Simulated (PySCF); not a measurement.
## `C[C@@H]1C=C[C@H](F)C1`, C6H9F

Geometry:
```
atom   x (Å)   y (Å)   z (Å)
  C1   1.929  -0.204  -0.011
  C2   0.543  -0.241   0.631
  C3  -0.321  -1.300   0.010
  C4  -1.430  -0.820  -0.525
  C5  -1.524   0.668  -0.369
  F6  -1.549   1.287  -1.614
  C7  -0.259   1.060   0.409
  H8   1.843  -0.013  -1.078
  H9   2.535   0.580   0.437
 H10   2.439  -1.154   0.130
 H11   0.661  -0.441   1.701
 H12  -0.021  -2.334   0.018
 H13  -2.193  -1.372  -1.043
 H14  -2.452   0.988   0.120
 H15   0.313   1.774  -0.182
 H16  -0.521   1.532   1.354
```

Method: TDDFT BHandHLYP/def2-SVPD circular dichroism and optical rotation, one conformer, gas phase in PySCF 2.14.0. Geometry: GFN2-xTB.

States above about 8.6 eV lie in this functional's continuum (it starts at minus the energy of the highest occupied orbital, well below the true ionisation energy for most functionals) and depend on the basis.

What are the CIP labels of the stereocentres?

C2 S, C5 R.

List the lowest 8 singlet excitations with oscillator and rotatory strengths.

Rotatory strengths R in 10⁻⁴⁰ esu² cm², velocity form and length form (origin at the centre of mass); f in length form.
| state | E (eV) | λ (nm) | f | R (velocity) | R (length) | main |
| --- | --- | --- | --- | --- | --- | --- |
| 1 | 7.26 | 171 | 0.335 | +1.6 | +6.5 | HOMO→LUMO 0.92 |
| 2 | 7.54 | 164 | 0.030 | -15.1 | -19.0 | HOMO→LUMO+1 0.85, HOMO→LUMO+3 0.10 |
| 3 | 8.34 | 149 | 0.005 | -4.7 | -4.4 | HOMO−2→LUMO 0.59, HOMO→LUMO+3 0.08 |
| 4 | 8.35 | 148 | 0.022 | -3.6 | -3.3 | HOMO→LUMO+3 0.61, HOMO→LUMO+4 0.13 |
| 5 | 8.38 | 148 | 0.002 | -2.1 | -1.3 | HOMO→LUMO+2 0.76 |
| 6 | 8.67 | 143 | 0.002 | -6.0 | -5.9 | HOMO−3→LUMO 0.53, HOMO−1→LUMO 0.15 |
| 7 | 8.78 | 141 | 0.016 | +4.5 | +4.8 | HOMO→LUMO+4 0.62, HOMO−1→LUMO 0.10 |
| 8 | 8.79 | 141 | 0.017 | +4.0 | +3.9 | HOMO−1→LUMO 0.60, HOMO→LUMO+4 0.13 |

Among the states computed, the strongest CD band (largest |R|) is state 2. The largest dissymmetry factor in size, g = 4R/(D+G), with D and G the electric and magnetic dipole strengths, is -0.041 for state 6 (velocity form, f = 0.002), among bands with |R| over 0.5. The mirror image has the same energies and oscillator strengths and all R with the opposite sign.
